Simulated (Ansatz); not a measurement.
One change: `C[S][Sn][NH2]` becomes `C[O][Sn][S]C`.

Ansatz, PBE0-D4/def2-TZVP geometries, multiplicity 1. Each molecule was computed in one conformer, which needn't be the lowest.

Elements past krypton have def2 core potentials.

| property | `C[S][Sn][NH2]` |
| --- | --- |
| size of the dipole moment (B3LYP/def2-TZVPP) / D | 2.20 |
| LUMO energy (PBE/def2-TZVPP) / eV | -2.32 |
| size of the dipole moment (PBE/def2-TZVPP) / D | 2.26 |
| HOMO energy (PBE0/def2-TZVPP) / eV | -6.64 |
| HOMO–LUMO gap (PBE/def2-TZVPP) / eV | 3.17 |
| HOMO–LUMO gap (PBE0/def2-TZVPP) / eV | 4.95 |

Task: What does the change do to each property? (Estimate.)

Result: The calculation gave: 
```tsv
property	`C[O][Sn][S]C`	shift
size of the dipole moment (B3LYP/def2-TZVPP) / D	0.56	-1.64
LUMO energy (PBE/def2-TZVPP) / eV	-2.84	-0.52
size of the dipole moment (PBE/def2-TZVPP) / D	0.72	-1.54
HOMO energy (PBE0/def2-TZVPP) / eV	-6.74	-0.10
HOMO–LUMO gap (PBE/def2-TZVPP) / eV	2.80	-0.37
HOMO–LUMO gap (PBE0/def2-TZVPP) / eV	4.53	-0.42
```

With PBE0 the HOMO falls by 0.10 eV and the LUMO falls by 0.52 eV, so the gap narrows by about 0.42 eV. PBE moves the HOMO by -0.15 eV and ωB97M-V by -0.04 eV. Dipoles are sizes alone; their direction can turn.

B3LYP here is the variant with VWN-RPA as its local correlation; programs differ in this.
